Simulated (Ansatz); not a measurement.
Isolated molecules relaxed with PBE0-D4/def2-TZVP in Ansatz; ΔE leaves out vibrations. CCSD(T)/CBS adds triple-zeta CCSD(T) − MP2 to the extrapolated MP2 energy (def2 sets, frozen cores). Functionals use def2-TZVPP. For Se outer-core shells are correlated without core-valence functions, which leaves a few kJ/mol of doubt a bond. Scalar relativity is left out up to krypton. Each species was taken in one conformer, which may not be the lowest.

Reaction (redistribution): `[CH3][Al]([CH3])[SeH]` + `[CH3][Al-]1([OH])[O]C=CC=[O+]1` → `[CH3][Al-]1([CH3])[O]C=CC=[O+]1` + `[CH3][Al]([OH])[SeH]`

`[CH3][Al]([CH3])[SeH]`:

Z-matrix (Å, degrees):
```
C
Al 1 1.950
H 1 1.092 2 113.1
H 1 1.096 2 110.2 3 120.4
H 1 1.094 2 111.0 3 -121.7
C 2 1.949 1 123.9 3 167.3
Se 2 2.330 1 119.9 3 -13.1
H 6 1.095 2 110.9 1 54.5
H 6 1.092 2 112.8 1 175.7
H 6 1.095 2 110.6 1 -63.6
H 7 1.469 2 92.9 1 0.7
```

`[CH3][Al-]1([OH])[O]C=CC=[O+]1`:

Cartesian coordinates in Å:
```
C 2.195 -1.097 0.098
Al 0.465 -0.550 -0.601
O -0.114 -1.032 -2.135
O 0.247 1.278 -0.522
C -0.717 1.887 0.025
C -1.725 1.299 0.778
C -1.739 -0.069 1.024
O -0.894 -0.905 0.592
H 2.387 -0.678 1.091
H 2.270 -2.186 0.190
H 3.015 -0.775 -0.551
H 0.379 -1.588 -2.732
H -0.732 2.974 -0.111
H -2.500 1.921 1.202
H -2.537 -0.479 1.652
```

`[CH3][Al-]1([CH3])[O]C=CC=[O+]1`:

Cartesian coordinates in Å:
```
C -0.746 0.278 -2.268
Al -0.200 -0.468 -0.548
C -0.146 -2.384 -0.174
O 1.429 0.286 -0.054
C 1.624 1.076 0.912
C 0.655 1.542 1.793
C -0.678 1.161 1.679
O -1.153 0.380 0.807
H -1.768 -0.015 -2.528
H -0.101 -0.071 -3.082
H -0.711 1.372 -2.276
H 0.192 -2.598 0.846
H 0.531 -2.910 -0.855
H -1.132 -2.846 -0.290
H 2.657 1.414 1.050
H 0.943 2.219 2.585
H -1.396 1.563 2.402
```

`[CH3][Al]([OH])[SeH]`:

Z-matrix (Å, degrees):
```
C
Al 1 1.936
H 1 1.094 2 110.6
H 1 1.093 2 111.7 3 119.3
H 1 1.092 2 111.0 3 -119.4
O 2 1.694 1 119.5 3 97.9
Se 2 2.330 1 120.0 3 -81.7
H 6 0.955 2 124.9 1 -179.1
H 7 1.469 2 92.7 1 178.7
```

Q: Is it downhill or uphill in electronic energy at CCSD(T)/CBS, and by how much? (An estimate is asked.)

A: Ansatz gave: Uphill: ΔE = +0.05 eV.

Q: What do these levels give: PBE-QIDH, r2SCANh, LC-ωPBE, HF/def2-QZVPP, MP2/def2-QZVPP, CCSD/CBS(def2)? (Estimate.)

A: Ansatz gave: PBE-QIDH 0.05, r2SCANh 0.05, LC-ωPBE 0.04, HF/def2-QZVPP 0.06, MP2/def2-QZVPP 0.04, CCSD/CBS(def2) 0.05 eV.

Largest T1 diagnostic among the species: 0.017.

Leaving LDA and LC-ωPBE aside and taking each functional with its dispersion term where it has one, the values, not all of them listed here, spread over 0.02 eV, from BLYP-D4 to r2SCAN0-D4.
